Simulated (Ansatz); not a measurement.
Relaxation of Cl2FH3OW (8 atoms, charge 0, multiplicity 1), to a largest force component of 0.03 eV/Å in at most 50 steps.

Level of theory: RKS B3LYP-D4/def2-SVP in Ansatz 0.2.0.

```xyz
8
Properties=species:S:1:pos:R:3
W -0.069 0.203 0.082
Cl 0.360 0.214 2.399
H 1.553 -0.297 0.171
F 0.818 1.905 -0.006
Cl -2.186 -0.695 0.346
H 0.218 -1.448 -0.064
O -0.071 0.288 -1.767
H 0.457 0.753 -2.436
```

Problem. Where does it end, and by what steps?

Solution. It converged. The force dipped under the threshold on the way, but the program's further checks kept it going. After 17 steps the energy has fallen by 0.077 eV; H8 moved furthest, 0.32 Å.

```tsv
step	energy less start (eV)	largest force component (eV/Å)	accepted
0	0.0000	1.069	yes
1	-0.0342	0.239	yes
2	-0.0657	0.109	yes
3	-0.0684	0.033	yes
4	-0.0694	0.049	yes
5	-0.0699	0.036	yes
6	-0.0712	0.097	yes
7	-0.0723	0.082	yes
8	-0.0738	0.160	yes
9	-0.0747	0.194	yes
10	-0.0753	0.114	yes
11	-0.0745	0.157	no
12	-0.0758	0.021	yes
13	-0.0763	0.014	yes
14	-0.0736	0.485	no
15	-0.0766	0.012	yes
16	-0.0766	0.188	no
17	-0.0769	0.024	yes
```

```xyz
8
Properties=species:S:1:pos:R:3
W -0.053 0.272 0.119
Cl 0.359 0.073 2.367
H 1.545 -0.205 -0.036
F 0.794 1.988 0.215
Cl -2.197 -0.637 0.273
H 0.249 -1.381 0.053
O -0.056 0.356 -1.722
H 0.440 0.458 -2.546
```

Whether the end is a true minimum wasn't checked by a vibrational analysis.

Run time: 88 s on 2 threads of Arm Neoverse V1 (shared host), peak memory 0.27 GiB.
